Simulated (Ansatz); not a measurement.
Relaxation of CH8AlNS (12 atoms, charge 0, multiplicity 1), to a largest force component of 0.03 eV/Å in at most 50 steps.

Theory: RKS BHLYP/def2-SVP in Ansatz 0.2.0.

```xyz
12
Properties=species:S:1:pos:R:3
Al -0.909 -2.101 0.372
S 0.592 -1.678 1.986
H -0.392 -2.509 -1.053
H -2.406 -2.115 0.840
H 0.148 0.706 0.879
N -0.366 1.040 0.068
C 0.503 1.597 -0.945
H 1.664 -1.853 1.187
H -1.049 1.711 0.396
H 1.095 2.469 -0.627
H -0.090 1.894 -1.813
H 1.209 0.840 -1.289
```

Problem. Where does it end, and by what steps?

Solution. The forces met the threshold. After 12 steps the energy has fallen by 1.015 eV; H4 moved furthest, 0.85 Å. Joined: Al1–N6.

```tsv
step	energy less start (eV)	largest force component (eV/Å)	accepted
0	0.0000	0.660	yes
1	-0.1755	0.498	yes
2	-0.4332	0.755	yes
3	-0.7195	0.799	yes
4	-0.8980	0.718	yes
5	-0.9404	1.053	yes
6	-0.9963	0.253	yes
7	-0.9929	0.344	no
8	-1.0095	0.167	yes
9	-1.0136	0.058	yes
10	-1.0143	0.076	yes
11	-1.0148	0.037	yes
12	-1.0151	0.006	yes
```

```xyz
12
Properties=species:S:1:pos:R:3
Al -0.687 -1.297 0.262
S 0.679 -1.904 1.936
H -0.230 -1.711 -1.198
H -2.215 -1.306 0.685
H 0.177 0.893 1.095
N -0.343 0.740 0.236
C 0.385 1.293 -0.910
H 1.744 -2.177 1.167
H -1.233 1.212 0.356
H 0.562 2.366 -0.804
H -0.182 1.110 -1.822
H 1.343 0.781 -1.005
```

The run took 14 s on 2 threads of AMD EPYC 9R45 96-Core Processor (Zen 5) (shared host), peak memory 0.24 GiB.
